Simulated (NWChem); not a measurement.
# BNH, doublet; SMILES [B]=N

Results from NWChem. Spin-unrestricted. Structure relaxed at the PBE0-D3(BJ)/def2-TZVP, spin-unrestricted level. No stability test was run on the SCF state. Level SCAN/def2-SVP: energy and gradient on several grids; changes count from the extra-fine grid, which is no exact limit either.

```tsv
grid	size of the energy change (μHa)	largest change of a gradient component (μHa/bohr)
xcoarse	5000	4000
coarse	30	2000
medium	1000	1000
fine	400	700
xfine	< 10	< 30
```
